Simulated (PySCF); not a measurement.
Geometry:
```json
{"atom": "C1", "x (Å)": "2.240", "y (Å)": "-0.455", "z (Å)": "0.391"}
{"atom": "C2", "x (Å)": "1.313", "y (Å)": "0.690", "z (Å)": "0.675"}
{"atom": "O3", "x (Å)": "1.661", "y (Å)": "1.737", "z (Å)": "1.170"}
{"atom": "C4", "x (Å)": "-0.102", "y (Å)": "0.456", "z (Å)": "0.303"}
{"atom": "C5", "x (Å)": "-1.155", "y (Å)": "1.287", "z (Å)": "0.435"}
{"atom": "Si6", "x (Å)": "-2.452", "y (Å)": "0.116", "z (Å)": "-0.300"}
{"atom": "C7", "x (Å)": "-0.707", "y (Å)": "-0.783", "z (Å)": "-0.324"}
{"atom": "F8", "x (Å)": "-0.161", "y (Å)": "-1.106", "z (Å)": "-1.538"}
{"atom": "F9", "x (Å)": "-0.550", "y (Å)": "-1.913", "z (Å)": "0.434"}
{"atom": "H10", "x (Å)": "2.218", "y (Å)": "-0.687", "z (Å)": "-0.673"}
{"atom": "H11", "x (Å)": "1.903", "y (Å)": "-1.340", "z (Å)": "0.928"}
{"atom": "H12", "x (Å)": "3.253", "y (Å)": "-0.203", "z (Å)": "0.694"}
{"atom": "H13", "x (Å)": "-1.107", "y (Å)": "2.280", "z (Å)": "0.850"}
{"atom": "H14", "x (Å)": "-2.958", "y (Å)": "0.427", "z (Å)": "-1.629"}
{"atom": "H15", "x (Å)": "-3.401", "y (Å)": "-0.497", "z (Å)": "0.618"}
```

PySCF 2.14.0 with density-fitted response routines calculation with shielding tensors at PBE0/pcSseg-1 (GIAO) and GFN2-xTB geometry; non-relativistic, in vacuum, one computed conformer, one averaged value for each set of equivalent atoms.

Chemical shifts δ = σref − σ; TMS for ¹³C (186.93 ppm), ¹H (31.72 ppm), ²⁹Si (349.16 ppm); ¹⁷O (336.08 ppm) against H2O; ¹⁹F (170.95 ppm) against CFCl3, all at this level.

```
      atoms  nucleus  count  Hirshfeld charge  δ (ppm)
         C7      ¹³C      1              0.09        ?
      F8/F9      ¹⁹F      2             -0.11   -121.5
H10/H11/H12       ¹H      3              0.05     2.60
    H14/H15       ¹H      2             -0.06        ?
        H13       ¹H      1              0.06     7.84
        Si6     ²⁹Si      1              0.35        ?
         C1      ¹³C      1             -0.13     32.7
         C2      ¹³C      1              0.16    196.5
         C4      ¹³C      1             -0.03    168.7
         C5      ¹³C      1             -0.10    159.8
         O3      ¹⁷O      1             -0.23    683.2
```

Task: Fill in the missing shifts.

Result: 
- C7: 133.1 ppm, allylic fully substituted sp3 carbon bonded to 2 F and Si; 2 electronegative neighbours deshield it
- H14/H15: 5.13 ppm, hydrogen on a silicon bonded to 2 C, in a 4-membered ring
- Si6: -25.3 ppm, silicon bonded to 2 C, 2 H, in a 4-membered ring

Shifts are as computed. Against solution values, carbons near 30 ppm lie about +3 ppm off and those near 130 ppm about +5 ppm. Of 1211 compounds with measured shifts, 218 miss one by over three times the rms of a fit or turn the order of signals round; such compounds aren't used in these exercises. Unscaled 19F shifts against computed CFCl3 carry errors that often reach 10 to 50 ppm. Unscaled 17O shifts of doubly bonded oxygen tend to come out too high, by tens of ppm or more. Experimental scales use liquid or dissolved standards, which lie at an offset from isolated H2O (liquid H2O: subtract about 36 ppm).
